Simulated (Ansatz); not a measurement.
Dissociation curve of BH, singlet.

- RKS-PBE = restricted PBE/cc-pVDZ run with Ansatz (a quantum-chemistry and plane-wave program)
- UKS-PBE = unrestricted PBE/cc-pVDZ in Ansatz
- RKS-PBE0 = restricted PBE0/cc-pVDZ run with Ansatz
- FCI = Ansatz with full CI/cc-pVDZ, frozen core

Energies relative to the lowest point of each curve near equilibrium, in eV; the last columns give the error against full CI:

```json
[
 {"R / Å": "0.98", "RKS-PBE": "1.248", "UKS-PBE": "1.202", "RKS-PBE0": "1.192", "FCI": "1.181", "RKS-PBE − FCI": "0.068", "UKS-PBE − FCI": "0.021", "RKS-PBE0 − FCI": "0.012"},
 {"R / Å": "1.05", "RKS-PBE": "0.631", "UKS-PBE": "0.598", "RKS-PBE0": "0.585", "FCI": "0.573", "RKS-PBE − FCI": "0.058", "UKS-PBE − FCI": "0.025", "RKS-PBE0 − FCI": "0.012"},
 {"R / Å": "1.11", "RKS-PBE": "0.301", "UKS-PBE": "0.280", "RKS-PBE0": "0.267", "FCI": "0.257", "RKS-PBE − FCI": "0.044", "UKS-PBE − FCI": "0.023", "RKS-PBE0 − FCI": "0.010"},
 {"R / Å": "1.18", "RKS-PBE": "0.086", "UKS-PBE": "0.076", "RKS-PBE0": "0.067", "FCI": "0.061", "RKS-PBE − FCI": "0.025", "UKS-PBE − FCI": "0.015", "RKS-PBE0 − FCI": "0.006"},
 {"R / Å": "1.22", "RKS-PBE": "0.025", "UKS-PBE": "0.021", "RKS-PBE0": "0.015", "FCI": "0.013", "RKS-PBE − FCI": "0.013", "UKS-PBE − FCI": "0.008", "RKS-PBE0 − FCI": "0.003"},
 {"R / Å": "1.24", "RKS-PBE": "0.009", "UKS-PBE": "0.006", "RKS-PBE0": "0.004", "FCI": "0.002", "RKS-PBE − FCI": "0.006", "UKS-PBE − FCI": "0.004", "RKS-PBE0 − FCI": "0.001"},
 {"R / Å": "1.26", "RKS-PBE": "0.000", "UKS-PBE": "0.000", "RKS-PBE0": "0.000", "FCI": "0.000", "RKS-PBE − FCI": "0.000", "UKS-PBE − FCI": "0.000", "RKS-PBE0 − FCI": "0.000"},
 {"R / Å": "1.31", "RKS-PBE": "0.009", "UKS-PBE": "0.013", "RKS-PBE0": "0.021", "FCI": "0.025", "RKS-PBE − FCI": "-0.016", "UKS-PBE − FCI": "-0.011", "RKS-PBE0 − FCI": "-0.003"},
 {"R / Å": "1.39", "RKS-PBE": "0.092", "UKS-PBE": "0.101", "RKS-PBE0": "0.126", "FCI": "0.134", "RKS-PBE − FCI": "-0.042", "UKS-PBE − FCI": "-0.032", "RKS-PBE0 − FCI": "-0.008"},
 {"R / Å": "1.43", "RKS-PBE": "0.157", "UKS-PBE": "0.168", "RKS-PBE0": "0.202", "FCI": "0.211", "RKS-PBE − FCI": "-0.054", "UKS-PBE − FCI": "-0.043", "RKS-PBE0 − FCI": "-0.009"},
 {"R / Å": "1.56", "RKS-PBE": "0.439", "UKS-PBE": "0.451", "RKS-PBE0": "0.520", "FCI": "0.529", "RKS-PBE − FCI": "-0.090", "UKS-PBE − FCI": "-0.078", "RKS-PBE0 − FCI": "-0.009"},
 {"R / Å": "1.65", "RKS-PBE": "0.670", "UKS-PBE": "0.682", "RKS-PBE0": "0.776", "FCI": "0.779", "RKS-PBE − FCI": "-0.109", "UKS-PBE − FCI": "-0.098", "RKS-PBE0 − FCI": "-0.003"},
 {"R / Å": "1.87", "RKS-PBE": "1.271", "UKS-PBE": "1.283", "RKS-PBE0": "1.438", "FCI": "1.401", "RKS-PBE − FCI": "-0.130", "UKS-PBE − FCI": "-0.118", "RKS-PBE0 − FCI": "0.037"},
 {"R / Å": "2.08", "RKS-PBE": "1.827", "UKS-PBE": "1.839", "RKS-PBE0": "2.051", "FCI": "1.936", "RKS-PBE − FCI": "-0.110", "UKS-PBE − FCI": "-0.098", "RKS-PBE0 − FCI": "0.114"},
 {"R / Å": "2.20", "RKS-PBE": "2.122", "UKS-PBE": "2.134", "RKS-PBE0": "2.378", "FCI": "2.202", "RKS-PBE − FCI": "-0.080", "UKS-PBE − FCI": "-0.068", "RKS-PBE0 − FCI": "0.176"},
 {"R / Å": "2.51", "RKS-PBE": "2.792", "UKS-PBE": "2.784", "RKS-PBE0": "3.131", "FCI": "2.739", "RKS-PBE − FCI": "0.054", "UKS-PBE − FCI": "0.046", "RKS-PBE0 − FCI": "0.393"},
 {"R / Å": "2.72", "RKS-PBE": "3.167", "UKS-PBE": "3.049", "RKS-PBE0": "3.562", "FCI": "2.985", "RKS-PBE − FCI": "0.182", "UKS-PBE − FCI": "0.063", "RKS-PBE0 − FCI": "0.576"},
 {"R / Å": "3.03", "RKS-PBE": "3.614", "UKS-PBE": "3.268", "RKS-PBE0": "4.087", "FCI": "3.213", "RKS-PBE − FCI": "0.401", "UKS-PBE − FCI": "0.055", "RKS-PBE0 − FCI": "0.874"},
 {"R / Å": "3.37", "RKS-PBE": "3.978", "UKS-PBE": "3.385", "RKS-PBE0": "4.532", "FCI": "3.338", "RKS-PBE − FCI": "0.640", "UKS-PBE − FCI": "0.046", "RKS-PBE0 − FCI": "1.194"},
 {"R / Å": "3.73", "RKS-PBE": "4.255", "UKS-PBE": "3.435", "RKS-PBE0": "4.885", "FCI": "3.396", "RKS-PBE − FCI": "0.858", "UKS-PBE − FCI": "0.039", "RKS-PBE0 − FCI": "1.489"},
 {"R / Å": "4.38", "RKS-PBE": "4.560", "UKS-PBE": "3.461", "RKS-PBE0": "5.303", "FCI": "3.428", "RKS-PBE − FCI": "1.133", "UKS-PBE − FCI": "0.033", "RKS-PBE0 − FCI": "1.875"},
 {"R / Å": "4.98", "RKS-PBE": "4.707", "UKS-PBE": "3.466", "RKS-PBE0": "5.523", "FCI": "3.434", "RKS-PBE − FCI": "1.273", "UKS-PBE − FCI": "0.032", "RKS-PBE0 − FCI": "2.089"}
]
```

RKS-PBE is furthest from FCI at 4.98 (1.273 eV, above); its mean absolute error over the points is 0.245 eV.

UKS-PBE is furthest from FCI at 1.87 (-0.118 eV, below); its mean absolute error over the points is 0.044 eV.

RKS-PBE0 is furthest from FCI at 4.98 (2.089 eV, above); its mean absolute error over the points is 0.404 eV.

The restricted form behind RKS-PBE, RKS-PBE0 keeps the bonding electrons paired and can't separate into open-shell fragments. The unrestricted determinant behind UKS-PBE is spin-contaminated at 0.98 to 1.43, 2.51 to 4.98 Å (<S²> up to 1.0, against 0.00 for a pure singlet).
